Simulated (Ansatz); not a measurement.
Molecular dynamics of CH2BFO2

The input (input.yaml):

```yaml
crystal:
  periodic: [false, false, false]
  atoms:
    - { symbol: F, position_ang: [-1.546251, -1.782619, 0.236422] }
    - { symbol: B, position_ang: [-0.678698, -0.793369, 0.100887] }
    - { symbol: O, position_ang: [-0.720893, 0.33295, -0.714786] }
    - { symbol: C, position_ang: [0.554579, 0.612573, -0.091804] }
    - { symbol: O, position_ang: [0.541818, -0.576303, 0.732501] }
    - { symbol: H, position_ang: [0.525696, 1.538077, 0.514821] }
    - { symbol: H, position_ang: [1.384949, 0.600691, -0.823742] }
basis:
  gaussian: { orbitals: def2-SVPD }
hamiltonian:
  xc: pbe
  dispersion: d4
md:
  timestep: 0.5
  n_steps: 300
  ensemble: nvt_langevin
  temperature: 300.0
  initial_velocities: maxwell_boltzmann
  seed: 616504
  friction: 0.01
  temperature_schedule:
    - { n_steps: 75, end_temperature: 300.0 }
    - { n_steps: 225, end_temperature: 600.0 }
```

Launched with:

```bash
$ ansatz run input.yaml --threads 2 --pin off --max-ram 3072MiB --backend cpu --events-out ev --progress --plain --runs-dir out
```

It starts from a relaxed structure.

Output, in part (step lines, the closing report, with atoms numbered from 0):

```
md step     0: t =     0.00 fs  T =   257.1 K (target 300.0 K)  F+E_penalty+E_count = -8544.94367947 eV  E_kin = 0.232668 eV  (28 SCF iters)
md step     1: t =     0.50 fs  T =   257.2 K (target 300.0 K)  F+E_penalty+E_count = -8544.94083764 eV  E_kin = 0.232715 eV  (31 SCF iters)
md step     2: t =     1.00 fs  T =   247.6 K (target 300.0 K)  F+E_penalty+E_count = -8544.93259448 eV  E_kin = 0.224024 eV  (32 SCF iters)
md step     3: t =     1.50 fs  T =   220.9 K (target 300.0 K)  F+E_penalty+E_count = -8544.92068031 eV  E_kin = 0.199916 eV  (32 SCF iters)
md step     4: t =     2.00 fs  T =   199.8 K (target 300.0 K)  F+E_penalty+E_count = -8544.90715538 eV  E_kin = 0.180810 eV  (32 SCF iters)
md step     5: t =     2.50 fs  T =   192.7 K (target 300.0 K)  F+E_penalty+E_count = -8544.89402547 eV  E_kin = 0.174325 eV  (32 SCF iters)
md step     6: t =     3.00 fs  T =   180.7 K (target 300.0 K)  F+E_penalty+E_count = -8544.88358698 eV  E_kin = 0.163470 eV  (32 SCF iters)
md step     7: t =     3.50 fs  T =   152.2 K (target 300.0 K)  F+E_penalty+E_count = -8544.87726865 eV  E_kin = 0.137736 eV  (32 SCF iters)
[... lines left out ...]
Total energy: -8544.77729136 eV, -314.0147735995 hartree
Atom 0 at    -1.743178    -1.535925    -0.146148 Å, force     1.284679     0.696271     0.092570 eV/Å
Atom 1 at    -0.737428    -0.625178     0.005278 Å, force    -1.932813    -1.326858     0.411371 eV/Å
Atom 2 at    -0.499996     0.487834    -0.763356 Å, force     0.333291     0.368943     0.617083 eV/Å
Atom 3 at     0.436598     0.754436     0.330096 Å, force     1.069403     1.200389     0.149186 eV/Å
Atom 4 at     0.146108    -0.444410     1.074621 Å, force    -0.407984     0.053343    -0.656908 eV/Å
Atom 5 at     0.236414     1.712836     0.951259 Å, force    -0.038192    -1.168177    -0.937144 eV/Å
Atom 6 at     1.477297     0.727502    -0.087156 Å, force    -0.308384     0.176090     0.323842 eV/Å
Dipole moment:     0.329655     0.319277     0.059534 e Å
```

The steps, from the saved trajectory:

```csv
time (fs),T (K),potential energy less start (eV)
0.0,257,0.000
5.0,145,0.078
10.0,141,0.104
15.0,151,0.081
20.0,146,0.068
25.0,161,0.077
30.0,147,0.092
35.0,99,0.123
40.0,115,0.147
45.0,186,0.074
50.0,148,0.093
55.0,182,0.095
60.0,211,0.103
65.0,229,0.101
70.0,252,0.119
75.0,231,0.146
80.0,161,0.185
85.0,211,0.136
90.0,366,0.110
95.0,190,0.247
100.0,374,0.066
105.0,260,0.174
110.0,255,0.189
115.0,335,0.166
120.0,209,0.247
125.0,303,0.204
130.0,189,0.193
135.0,261,0.193
140.0,175,0.335
145.0,350,0.204
150.0,551,0.166
```

All steps were run. The schedule's set-point averaged 500 K over the second half and the system 273 K, so it lags behind the ramp. A run of 0.15 ps of so small a system gives no equilibrium averages.

The same pairs are bonded in the first frame and the last. Pairs count as bonded within 1.25 times the sum of covalent radii (0.12 Å more for H–H).

Last frame:

```xyz
7
Properties=species:S:1:pos:R:3
F -1.743 -1.536 -0.146
B -0.737 -0.625 0.005
O -0.500 0.488 -0.763
C 0.437 0.754 0.330
O 0.146 -0.444 1.075
H 0.236 1.713 0.951
H 1.477 0.728 -0.087
```

Run time: 15 min on 2 threads of Arm Neoverse N1, with other jobs on the host, peak memory 0.16 GiB.
